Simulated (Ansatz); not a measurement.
One change: `C[SiH]1CCO1` becomes `O[SiH]1CCO1`.

Ansatz, PBE0-D4/def2-TZVP geometries, multiplicity 1. Each molecule was computed in one conformer, which needn't be the lowest.

| property | `C[SiH]1CCO1` |
| --- | --- |
| HOMO–LUMO gap (PBE0/def2-TZVPP) / eV | 8.16 |
| HOMO energy (B3LYP/def2-TZVPP) / eV | -7.43 |
| HOMO energy (PBE0/def2-TZVPP) / eV | -7.65 |
| LUMO energy (B3LYP/def2-TZVPP) / eV | 0.28 |
| LUMO energy (PBE0/def2-TZVPP) / eV | 0.51 |
| HOMO energy (ωB97M-V/def2-TZVPP) / eV | -10.01 |

(1) What does the change do to each property? (Best estimate.)

Answers

(1) The calculation gave: 
| property | `O[SiH]1CCO1` | shift |
| --- | --- | --- |
| HOMO–LUMO gap (PBE0/def2-TZVPP) / eV | 8.79 | 0.63 |
| HOMO energy (B3LYP/def2-TZVPP) / eV | -7.77 | -0.34 |
| HOMO energy (PBE0/def2-TZVPP) / eV | -7.99 | -0.34 |
| LUMO energy (B3LYP/def2-TZVPP) / eV | 0.43 | 0.15 |
| LUMO energy (PBE0/def2-TZVPP) / eV | 0.80 | 0.29 |
| HOMO energy (ωB97M-V/def2-TZVPP) / eV | -10.29 | -0.28 |

With PBE0 the HOMO falls by 0.34 eV and the LUMO rises by 0.29 eV, so the gap widens by about 0.63 eV. PBE moves the HOMO by -0.36 eV and ωB97M-V by -0.28 eV.

B3LYP here is the variant with VWN-RPA as its local correlation; programs differ in this.
